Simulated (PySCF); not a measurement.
Species: C4H7NSi2.
Bonds: N1–C2 (triple), C2–C3, C3–Si4, C3–C5 (double), C5–C6 (double), C6–Si7. Hydrogens: H8, H9, H10 on Si4; H11 on C6; H12, H13, H14 on Si7.

The calculation used PBE0-D3(BJ)/def2-SVP geometry optimisation, gas phase (PySCF 2.14.0).

**Question.** What internal coordinates does the optimisation give?

**Answer.** 
| bond | length (bohr) |
| --- | --- |
| N1≡C2 | 2.193 |
| C2–C3 | 2.696 |
| C3–Si4 | 3.583 |
| C3=C5 | 2.497 |
| C5=C6 | 2.461 |
| C6–Si7 | 3.556 |
| Si4–H8, Si4–H9, Si4–H10 | 2.817 |
| C6–H11 | 2.076 |
| Si7–H12, Si7–H13, Si7–H14 | 2.819 |

Bonds in one row agree within 0.02 bohr and their mean is given. A selection of angles:
| angle | degrees |
| --- | --- |
| N1–C2–C3 | 176.7 |
| C2–C3–Si4 | 118.9 |
| C2–C3–C5 | 121.2 |
| Si4–C3–C5 | 119.8 |
| C3–Si4–H8 | 109.3 |
| C3–Si4–H10 | 107.1 |
| H8–Si4–H9 | 109.5 |
| H8–Si4–H10 | 110.7 |
| C3–C5–C6 | 177.3 |
| C5–C6–Si7 | 121.6 |
| C5–C6–H11 | 118.6 |
| Si7–C6–H11 | 119.8 |
| C6–Si7–H12 | 109.2 |
| H12–Si7–H13 | 110.3 |
| H13–Si7–H14 | 110.5 |

The C–C distances run from 1.302 Å (C5=C6, drawn double) to 1.427 Å (C2–C3, drawn single), a spread of 0.125 Å. Si7 (SiH3 silicon) is tetrahedral (angles from 108.6° to 110.5°). Si4 (SiH3 silicon) is tetrahedral (angles from 107.1° to 110.8°).

Point group: C1 (no symmetry element, even within 0.4 Å). Not checked by PBE0-D3(BJ)/def2-SVP frequencies.

On an Arm Neoverse V1 with one thread, shared host, this took 36 s of wall time and 0.71 GiB of memory at its peak. That covers the optimisation of the geometry.
